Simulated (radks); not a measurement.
The numbers below are computed, except where a source is named.
Problem. Neutral technetium: order these configurations by energy. Code: a radial shooting solver on a logarithmic mesh with Libxc functionals. Model: scalar-relativistic Kohn-Sham, r2SCAN, spin-polarised, spherical densities, finite nucleus; meta-GGA in the generalised Kohn-Sham scheme; Fermi nuclear charge, rms radius of each element as measured or else 0.836 A^(1/3) + 0.57 fm. Open shells are filled with parallel spins first. [Kr] 4d4 5s2 5p1; [Kr] 4d5 5s1 5p1; [Kr] 4d5 5s2; [Kr] 4d6 5s1.

Solution. From the lowest, in eV above it: [Kr] 4d5 5s2 0.000; [Kr] 4d6 5s1 0.511; [Kr] 4d5 5s1 5p1 1.735; [Kr] 4d4 5s2 5p1 8.058.
